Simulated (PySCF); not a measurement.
## [DyH4]− at several levels of theory

Computed with PySCF 2.14.0 (density fitting, no spin-orbit coupling) at the geometry relaxed with PBE0:

```xyz
5
[DyH4]− (singlet in the valence; each metal's 4f electrons, 9 of them, lie in its core potential, out of spins and levels)
Dy    0.0000    0.0000    0.0000
H     1.2060    1.2060    1.2060
H    -1.2060   -1.2060    1.2060
H     1.2060   -1.2060   -1.2060
H    -1.2060    1.2060   -1.2060
```

```tsv
level	basis	state	HOMO (eV)	gap (eV)	charge on Dy1 (e)	population of f-type functions on Dy1 (polarisation alone where 4f lies in the core)	dipole about the centre of mass (D)	largest force component (eV/Å)
PBE0	Dy lcecp-1-SVP with ECP55, H def2-SVP	singlet	-2.09	6.15	0.23	0.02	0.00	0.00
TPSSh	the same	singlet	-1.57	5.33	0.40	0.02	0.00	0.01
PBE0	Dy lcecp-1-TZVP with ECP55, H def2-TZVP	singlet	-2.15	6.17	0.55	0.02	0.00	0.00
```

In the lcecp rows the 4f levels are missing from HOMO and gap, and the state counts the valence alone.

Charges are Mulliken's, which hang on the basis. The relaxation used the grid (50, 194), these runs (75, 302) or, all-electron (x2c bases, spin-free X2C Hamiltonian), (99, 590).

(1) What does revPBE with Dy lcecp-1-SVP with ECP55, H def2-SVP give here?

An lcecp potential fixes the number of 4f electrons, so in runs with it no electron can move into or out of that shell.

## Answers

(1) state singlet, HOMO (eV) -0.83, gap (eV) 4.20, charge on Dy1 (e) 0.08, population of f-type functions on Dy1 (polarisation alone where 4f lies in the core) 0.01, dipole about the centre of mass (D) 0.00, largest force component (eV/Å) 0.04. Time: 1.6 s on 2 threads of Arm Neoverse V1, on a shared host, from an already converged density.
